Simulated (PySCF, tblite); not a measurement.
Compound: C7H12OPSi (charge +1).
Atom-mapped SMILES: `[CH:1]#[C:2][P@@H+:3]1[CH2:4][C:5]([SiH3:6])=[C:7]([O:8][CH3:9])[CH2:10]1` (hydrogens: H11 on C1; H12 on P3; H13, H14 on C4; H15, H16, H17 on Si6; H18, H19, H20 on C9; H21, H22 on C10)

Computed geometry: GFN2-xTB, gas phase.

Q: Give the optimised bond lengths and angles.

A: 
```tsv
bond	length (Å)
C1≡C2	1.204
C2–P3	1.738
P3–C4	1.818
C4–C5	1.508
C5–Si6	1.901
C5=C7	1.337
C7–O8	1.341
O8–C9	1.415
C7–C10	1.535
P3–C10	1.812
C1–H11	1.055
P3–H12	1.379
C4–H13	1.093
C4–H14	1.096
Si6–H15, Si6–H16, Si6–H17	1.460
C9–H18, C9–H19, C9–H20	1.092
C10–H21	1.095
C10–H22	1.093
```

Bonds in one row agree within 0.01 Å and their mean is given. A selection of angles:
```tsv
angle	degrees
C1–C2–P3	178.4
C2–P3–C4	112.1
C2–P3–C10	110.6
C4–P3–C10	97.6
P3–C4–C5	102.2
C4–C5–Si6	122.6
C4–C5–C7	116.4
Si6–C5–C7	120.9
C5–C7–O8	120.2
C5–C7–C10	118.1
O8–C7–C10	121.6
C7–O8–C9	120.6
P3–C10–C7	100.9
```

Dihedral angles: C2–P3–C4–C5 -96° (anticlinal); P3–C4–C5–Si6 167° (antiperiplanar); C4–C5–C7–O8 -175° (antiperiplanar); C5–C7–O8–C9 -170° (antiperiplanar); C5–C7–C10–P3 12° (synperiplanar); C2–P3–C10–C7 99° (anticlinal).

The C–C distances run from 1.204 Å (C1≡C2, drawn triple) to 1.535 Å (C7–C10, drawn single), a spread of 0.331 Å. The 3 C–P bonds span 1.738 Å (C2–P3, drawn single) to 1.818 Å (P3–C4, drawn single), a spread of 0.080 Å. The 2 C–O bonds span 1.341 Å (C7–O8, drawn single) to 1.415 Å (O8–C9, drawn single), a spread of 0.074 Å. P3 (phosphonium phosphorus) is distorted tetrahedral (angles from 97.6° to 116.7°). Of the pairs four or more bonds apart, C9···H22 is among the closest relative to their van der Waals radii: 2.73 Å, 94 % of the sum of Bondi's values. C7 (vinylic carbon bearing oxygen) is planar (angles 121.6°, 120.2° and 118.1°, sum 360.0°, 0.02 Å off the plane of its three neighbours). Si6 (SiH3 silicon) is distorted tetrahedral (angles from 104.1° to 113.7°).

Point group: C1 (no symmetry element, even within 0.4 Å). Its GFN2-xTB frequencies are all real (lowest 34 cm⁻¹).

One conformer stands for the species.
